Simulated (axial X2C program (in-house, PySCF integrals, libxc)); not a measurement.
# HCuF: properties at the nuclei

Calculated with an axial X2C code built on PySCF integrals: two-component X2C with atomic mean-field Coulomb and Gaunt terms, Gaussian nuclei, basis H dyall-v3z, Cu dyall-v3z, F dyall-av3z with contracted cores.

H–Cu–F held linear, with bonds 1.475 and 1.745 Å (near the PBE0 minimum at charge 0 of the determinant lowest at the starting distance; the state shown can have its own minimum elsewhere, held linear; other orders of the atoms were not compared).

Input and command:
```json
{"zs": [1, 29, 9], "q": 0, "bas": ["dyall-v3z", "dyall-v3z", "dyall-av3z"], "r0": [1.44, 1.76], "symm": 0, "scan": ["PBE0", "HF", "TPSSh"], "levels": ["PBE0", "HF", "PBE"], "nst": 2}
```
```bash
python solin.py task.json out
```

Keys: zs atomic numbers; q charge; bas basis sets; r0 starting distance in Å; symm equal bonds; scan levels of the two-bond scan; levels methods; nst determinants followed.

Determinant lowest in the PBE0 search, Ω = 1/2 (⟨Sz⟩ = 0.49, ⟨Lz⟩ = 0.01 at PBE0), spin on the atoms H 0.01, Cu 0.47, F 0.01:

```
level  Eeff magnitude (GV/cm)  Ws magnitude Cu (kHz)  A∥/gI H (MHz)  qzz H (a.u.)  A∥/gI Cu (MHz)  qzz Cu (a.u.)  A∥/gI F (MHz)  qzz F (a.u.)  μ (D)
 PBE0                   0.233                  0.178           1.52          0.13            2200           0.13           37.2          1.12  -2.15
   HF                   0.064                  0.068          -18.5          0.16            1260           0.36           33.9          0.84  -1.99
  PBE                   0.408                  0.317             22          0.12            2700          -0.19             50          1.17  -2.27
```

Eeff is the effective electric field on the electron electric dipole moment in this Ω state and Ws the scalar–pseudoscalar constant of the nucleus named (defined with the proton number Z and per Ω); A∥ (defined per Ω) follows by multiplying with gI = μI/(I μN); qzz is the electric field gradient, eQq0 = 234.96 MHz × Q/barn × qzz; μ is positive if the F end (last atom) is positive. The operators were transformed with the bare-nucleus X2C matrices; with these basis sets, hyperfine constants and field gradients can be off by tens of per cent, and where levels differ in sign neither size nor sign is settled.

(1) With gI(19F) = 5.2577 (g factors from the IAEA table of nuclear moments by Stone), turn the PBE0 values of the first state into constants in MHz.

The molecule was held linear; bending was not examined, so a bent shape may lie lower.

Each state is one determinant with collinear spin. Unrestricted Hartree–Fock can overshoot spin polarisation at the nuclei. Where Eeff spreads by more than a factor of two the levels disagree and none is to be relied on. The search compared states at one distance, so a state with another bond length can lie lower. Further determinants of the search, some of them spin-mixed, are not shown. Where a field gradient or hyperfine factor spreads by more than a factor of two over the levels, a constant derived from it is not to be relied on.

Results:

(1) A∥(19F) = 37.2 × 5.2577 = 196 MHz.
